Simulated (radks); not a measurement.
Neutral caesium, [Xe] 6s1. All-electron calculation, non-relativistic Kohn-Sham, r2SCAN, spin-polarised, spherical densities, point nucleus; meta-GGA in the generalised Kohn-Sham scheme. Program: a radial shooting solver on a logarithmic mesh with Libxc functionals. Every spin shell is full or empty, so the densities are truly spherical. Functionals are evaluated on that one density, not self-consistently. Rank these exchange functionals by their error against the exact value of the orbitals, and give that value: LDA, B88, PBEsol, PW91, WC, SOGGA, EV93, revTPSS, SCAN, r2SCAN, TASK.

Answer. Exact: -184.064 hartree. From best to worst, with 100 (|E| - |E exact|)/|E exact| (equal figures are ties): B88 0.00, PW91 -0.03, SCAN +0.13, r2SCAN -0.14, EV93 -0.39, WC -0.85, revTPSS -0.95, TASK -2.22, PBEsol -2.22, SOGGA -2.23, LDA -4.70.
